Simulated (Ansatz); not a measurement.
`N[SiH2]CBCl` and `NC[SiH2]N` differ in one atom or group.

Ansatz, PBE0-D4/def2-TZVP geometries, multiplicity 1. Each molecule was computed in one conformer, which needn't be the lowest.

```json
{"property": "LUMO energy (PBE/def2-TZVPP) / eV", "`N[SiH2]CBCl`": "-2.18"}
{"property": "HOMO energy (ωB97M-V/def2-TZVPP) / eV", "`N[SiH2]CBCl`": "-9.90"}
{"property": "LUMO energy (PBE0/def2-TZVPP) / eV", "`N[SiH2]CBCl`": "-1.25"}
{"property": "size of the dipole moment (ωB97M-V/def2-TZVPP) / D", "`N[SiH2]CBCl`": "1.74"}
{"property": "HOMO energy (B3LYP/def2-TZVPP) / eV", "`N[SiH2]CBCl`": "-7.32"}
{"property": "LUMO energy (ωB97M-V/def2-TZVPP) / eV", "`N[SiH2]CBCl`": "0.69"}
```

(1) Give the same properties after the change, and the shifts. (Best estimate.)

Results:

(1) Ansatz gave: 
| property | `NC[SiH2]N` | shift |
| --- | --- | --- |
| LUMO energy (PBE/def2-TZVPP) / eV | -0.09 | 2.09 |
| HOMO energy (ωB97M-V/def2-TZVPP) / eV | -9.21 | 0.69 |
| LUMO energy (PBE0/def2-TZVPP) / eV | 0.75 | 2.00 |
| size of the dipole moment (ωB97M-V/def2-TZVPP) / D | 1.08 | -0.66 |
| HOMO energy (B3LYP/def2-TZVPP) / eV | -6.62 | 0.70 |
| LUMO energy (ωB97M-V/def2-TZVPP) / eV | 2.23 | 1.54 |

With PBE0 the HOMO rises by 0.71 eV and the LUMO rises by 2.00 eV, so the gap widens by about 1.29 eV. PBE moves the HOMO by 0.76 eV and ωB97M-V by 0.69 eV. Dipoles are sizes alone; their direction can turn.

B3LYP here is the variant with VWN-RPA as its local correlation; programs differ in this.
